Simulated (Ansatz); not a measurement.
System: sum formula InOH (charge 0, singlet). SMILES: [OH][In]
Structure (B3LYP-D3(BJ)/def2-TZVP (Ansatz, a first-principles code) minimum search):
```
O
H 1 0.9615
In 1 2.0369 2 128.11
```

Quantity: vertical ionisation energy (to the doublet state of charge +1; each state is the SCF solution reached for its spin; the UHF <S^2> is 0.86 for the doublet (pure: 0.75); for the doublet T1 is 0.078), in eV. Correlated levels leave the core frozen unless marked. UHF or UKS for open shells. No spin-orbit coupling. The frozen core is the preceding noble-gas configuration, with the filled d and f shells of earlier blocks. Past Kr the def2 sets carry scalar-relativistic core potentials. Basis-set limits of correlation are two-point, X^-3; Hartree-Fock from the larger set.

```
level                                 program  vertical ionisation energy (eV)
------------------------------------  -------  -------------------------------
SCS-MP2/def2-QZVPPD                    Ansatz                             9.50
CCSD(T)/CBS(def2-TZVPPD,def2-QZVPPD)   Ansatz                              ___
```

Problem. What belongs in the gaps?

Solution. 
- CCSD(T)/CBS(def2-TZVPPD,def2-QZVPPD), vertical ionisation energy (eV): 9.05
